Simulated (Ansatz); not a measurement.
C3H7ClSi (`CC1(Cl)C[SiH2]1`), relaxed with RKS PBE-D4/def2-SVP in Ansatz from a rough embedded geometry. The force threshold is 0.03 eV/Å; the program also tests the step.

The species carries charge 0 and has multiplicity 1.

Start:

```xyz
12

C    -0.407   -0.093   -1.490
C    -0.558    0.007   -0.034
Cl   -2.227   -0.097    0.465
C     0.281    0.910    0.838
Si    0.631   -0.952    1.046
H    -0.896    0.791   -2.000
H    -0.772   -0.985   -1.910
H     0.671    0.052   -1.775
H    -0.110    1.419    1.626
H     1.131    1.412    0.285
H     1.966   -1.244    0.487
H     0.291   -1.219    2.461
```

Question: By how much does the energy fall, and how many steps does the optimiser take? (Best estimate.)

Answer: Ansatz gave: 56.92 kJ/mol, in 5 steps.

Question: Which bonds change most? (An estimate is asked.)

Answer: Ansatz gave: C4–H9 from 1.016 to 1.103 Å; C2–Cl3 from 1.745 to 1.806 Å; C1–H7 from 1.052 to 1.108 Å; C1–C2 from 1.468 to 1.512 Å.

Question: Give the relaxed structure. (An estimate is asked.)

Answer: The calculation gave: 
```xyz
12

C    -0.382   -0.053   -1.515
C    -0.516   -0.041   -0.009
Cl   -2.245   -0.106    0.512
C     0.331    0.959    0.795
Si    0.747   -0.843    1.154
H    -0.867    0.844   -1.958
H    -0.852   -0.957   -1.950
H     0.688   -0.047   -1.808
H    -0.201    1.532    1.573
H     1.027    1.581    0.204
H     1.996   -1.420    0.569
H     0.273   -1.448    2.432
```
